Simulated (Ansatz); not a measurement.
Geometry optimisation, Ansatz, RHF/def2-SVP.

input.yaml

```yaml
crystal:
  periodic: [false, false, false]
  atoms:
    - { symbol: Ga, position_ang: [-0.228786, -0.408864, -0.106508] }
    - { symbol: O, position_ang: [-0.640482, -0.703729, 1.600337] }
    - { symbol: H, position_ang: [-1.555282, -0.766407, 1.834571] }
    - { symbol: Cl, position_ang: [1.753172, -0.831581, -0.762223] }
    - { symbol: Cl, position_ang: [-1.763397, 0.167495, -1.479194] }
    - { symbol: O, position_ang: [0.577219, 1.91715, 1.566867] }
    - { symbol: Si, position_ang: [1.954754, 2.774968, 1.935673] }
    - { symbol: H, position_ang: [3.089508, 1.856681, 2.180921] }
    - { symbol: H, position_ang: [2.234349, 3.643352, 0.777867] }
    - { symbol: H, position_ang: [1.745144, 3.599758, 3.147037] }
    - { symbol: H, position_ang: [0.2554, 1.232477, 2.177253] }
basis:
  gaussian: { orbitals: def2-SVP }
hamiltonian:
  xc: hf
relax:
  f_tol: 0.03
  max_steps: 50
```

Run as:

```bash
$ ansatz run input.yaml --threads 4 --pin off --max-ram 5120MiB --backend cpu --events-out ev --progress --plain --runs-dir out
```

Where does it end, and by what steps?

The forces met the threshold. After 17 steps the energy has fallen by 0.616 eV; Cl5 moved furthest, 1.16 Å. Joined: Ga1–O6 (2.98 → 2.03 Å).

| step | energy less start (eV) | largest force component (eV/Å) | accepted |
| --- | --- | --- | --- |
| 0 | 0.0000 | 1.101 | yes |
| 1 | -0.1284 | 0.700 | yes |
| 2 | -0.3042 | 0.856 | yes |
| 3 | -0.4511 | 1.057 | yes |
| 4 | -0.5177 | 1.039 | yes |
| 5 | -0.4796 | 1.905 | no |
| 6 | -0.5615 | 0.142 | yes |
| 7 | -0.5825 | 0.142 | yes |
| 8 | -0.5976 | 0.293 | yes |
| 9 | -0.6013 | 0.410 | yes |
| 10 | -0.6082 | 0.129 | yes |
| 11 | -0.5911 | 0.678 | no |
| 12 | -0.6112 | 0.035 | yes |
| 13 | -0.6128 | 0.073 | yes |
| 14 | -0.6139 | 0.055 | yes |
| 15 | -0.6148 | 0.040 | yes |
| 16 | -0.6153 | 0.030 | yes |
| 17 | -0.6156 | 0.026 | yes |

```xyz
11
Properties=species:S:1:pos:R:3
Ga -0.060 0.109 0.315
O -0.801 -0.790 1.665
H -1.520 -1.385 1.531
Cl 1.821 -0.570 -0.533
Cl -1.356 1.174 -1.057
O 0.610 1.472 1.668
Si 1.895 2.606 1.694
H 3.074 1.965 2.293
H 2.101 2.981 0.292
H 1.440 3.738 2.518
H 0.217 1.180 2.487
```

Whether the end is a true minimum wasn't checked by a vibrational analysis.

Time of the run: 16 s on 4 threads of AMD EPYC 9R45 96-Core Processor (Zen 5), on a shared host, peak memory 0.42 GiB.
